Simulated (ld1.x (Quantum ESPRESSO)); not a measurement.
**Cl, TM: configuration errors across variants**

```json
{
  "Element": "chlorine",
  "Generator": "ld1.x (Quantum ESPRESSO) 7.5",
  "Type": "norm-conserving Troullier–Martins (Kleinman–Bylander form)",
  "Functional": "LDA (PZ)",
  "Relativity": "non-relativistic",
  "Frozen core": "[Ne]",
  "Valence charge": "7",
  "Reference configuration": "3s2 3p5",
  "Partial waves": "3p (bound): rc 1.40 bohr; 3d channel at 0.45 Ry: rc 1.45 bohr; 3s (bound): rc 0.95 bohr",
  "Local potential": "the s channel",
  "Core correction": "a·sin(br)/r model core inside 0.50 bohr"
}
```

All-electron excitation energies from the reference (eV): (1) 3s2 3p4 13.987; (2) 3s2 3p3 39.527; (3) 3s2 3p2 77.928; (4) 3s1 3p5 26.387; (5) 3s2 3p4.5 5.642; (6) 3s2 3p5.3 -2.177; (7) 3s2 3p1 130.296; (8) 3s2 3p5 spin -0.186; (9) 3s2 3p4 spin 13.107.

Spin tests fill each open shell by Hund’s rule, majority spin first.

A true bound ghost makes a file unfit for plane-wave use even where its test errors are small: the radial tests pick states by their node count and pass the ghost by.

Errors AE − PS in meV (a dash: test not solved or not reliable):

| change | (1) | (2) | (3) | (4) | (5) | (6) | (7) | (8) | (9) | bound ghosts |
| --- | --- | --- | --- | --- | --- | --- | --- | --- | --- | --- |
| base | +6.2 | +39 | +126 | +3.6 | +1.2 | +0.2 | +303 | +2.7 | +19 | none |
| all radii but the core radius scaled by about 0.89 (s 0.84, p 1.24, d 1.30 bohr) | +8.3 | +52 | +169 | +0.1 | +1.6 | +0.3 | +407 | +2.4 | +20 | none |
| all radii but the core radius scaled by about 1.16 (s 1.10, p 1.62, d 1.68 bohr) | +4.8 | +30 | +96 | +7.0 | +0.9 | +0.2 | +228 | +2.3 | +15 | none |
| all radii but the core radius scaled by about 1.24 (s 1.18, p 1.74, d 1.80 bohr) | +4.4 | +27 | +86 | +8.3 | +0.8 | +0.2 | +203 | +2.0 | +14 | none |
| all radii but the core radius scaled by about 1.35 (s 1.28, p 1.90, d 1.96 bohr) | +4.2 | +25 | +76 | +11 | +0.8 | +0.2 | +169 | +1.5 | +11 | none |

Give the same row for: all radii but the core radius scaled by about 0.80 (s 0.76, p 1.12, d 1.16 bohr).

+11, +70, +225, +23, +2.1, +0.4, +532, +2.9, +27; bound ghosts: s (extra level of the local part).
